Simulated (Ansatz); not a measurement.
## Energy profile

The step: GeH₄ + NH₃ + HF → GeH₃F ([F][GeH3]) + NH₃ + H₂; bonds formed: Ge1–F9, H2–H8; bonds broken: Ge1–H2, H8–F9 (atoms numbered as in the saddle structure below).

Ge1  (-0.610, -0.516, -0.707)
H2  (-0.159, -1.312, 0.939)
H3  (-0.755, -1.935, -1.305)
H4  (-1.994, -0.103, -0.151)
H5  (-0.181, 0.423, -1.854)
H6  (1.242, 1.131, 0.443)
N7  (0.243, 1.232, 0.586)
H8  (0.714, -1.271, 0.530)
F9  (1.509, -0.945, -0.324)
H10  (-0.054, 2.145, 0.264)
H11  (0.046, 1.151, 1.577)
(Å)

Electronic energies by CCSD(T) at an estimated basis limit (MP2 extrapolated from triple and quadruple zeta, plus CCSD(T) − MP2 in triple zeta), on PBE0-D4/def2-TZVP structures; GeNH$_{8}$F, closed shell; no counterpoise correction. Ansatz 0.2.0; basis: def2-TZVPP and def2-QZVPP; cores frozen in the correlated methods. Filled d shells of the heavier atoms are correlated. The def2 sets are not built for correlating such inner shells, so the correlated values are less sure here. Extrapolation: Hartree–Fock as exp(−7.88 √X), correlation as X^−2.97.

(1) Give the profile in eV, counted from the separated reactants. (An estimate is asked for; the value comes from the calculation.)

T1 diagnostic: at most 0.013.

## Answers

(1) Computed:
```
                                                                                                                                       point      eV
                           separated: GeH$_{4}$ (Ge1, H2, H3, H4, H5; singlet) + NH$_{3}$ (H6, N7, H10, H11; singlet) + HF (H8, F9; singlet)   0.000
                                                                                                                             start structure  -0.611
                                                                                                                                      saddle   1.588
                                                                                                                               end structure  -0.503
separated: GeH$_{3}$F (linked as [F][GeH3]; Ge1, H3, H4, H5, F9; singlet) + H$_{2}$ (H2, H8; singlet) + NH$_{3}$ (H6, N7, H10, H11; singlet)  -0.292
```

For scale, one of the runs: CCSD(T)/def2-TZVPP, 222 basis functions, launched by `ansatz run in.yaml --threads 4 --pin off --events-out ev --progress --plain --max-ram 9574MiB`. The run took 95 s on 4 CPU threads of an Arm Neoverse V2 (shared host), with 3.7 GiB of host memory at its peak.
